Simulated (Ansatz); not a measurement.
H2BClN, SMILES `N[B-]Cl` (lower singlet) (charge -1, multiplicity 1). This singlet lies 1.72 eV below the relaxed triplet at the level frozen-core CCSD(T)/aug-cc-pVDZ // B3LYP-D3(BJ)/def2-TZVPD (Ansatz, a quantum-chemistry and plane-wave program).

Level of theory: Ansatz with HSE06/aug-cc-pVTZ // B3LYP-D3(BJ)/def2-TZVPD.

Ansatz 0.2 input:
```yaml
crystal:
  periodic: [false, false, false]
  atoms:
    - { symbol: N, position_ang: [-0.577475, -0.072237, 0.011585] }
    - { symbol: B, position_ang: [0.613421, -0.770927, 0.333362] }
    - { symbol: Cl, position_ang: [2.054347, 0.480529, -0.132582] }
    - { symbol: H, position_ang: [-1.470529, -0.507243, 0.16149] }
    - { symbol: H, position_ang: [-0.619762, 0.869878, -0.373855] }
basis:
  gaussian: { orbitals: aug-cc-pVTZ }
hamiltonian:
  xc: hse06
total_charge: -1
```

Output:

```
Functional definition: HSE06
944 factors; their error is unknown
74 factors; integrals over basis functions are off by at most 3.9e-5 eV
mean field evaluation 1: about -14713.4079 eV, gradient 3.8e1 eV
mean field evaluation 2: about -14697.8563 eV, gradient 7.4e1 eV
mean field evaluation 4: about -14716.5899 eV, gradient 4.4e0 eV
mean field evaluation 8: about -14716.6414 eV, gradient 1.7e-1 eV
mean field evaluation 16: about -14716.6414 eV, gradient 1.8e-5 eV
mean field -14716.64143663 eV, -540.8265974984 hartree, gradient 1.8e-5 eV, S^2 0.000000; 0 other end points of the search recorded, 0 dependent functions left out
reference -14716.64147518 eV, -540.8265989148 hartree; 16, 16 occupied and 172, 172 virtual orbitals, 944 factors
Total energy: -14716.64147518 eV, -540.8265989148 hartree
```
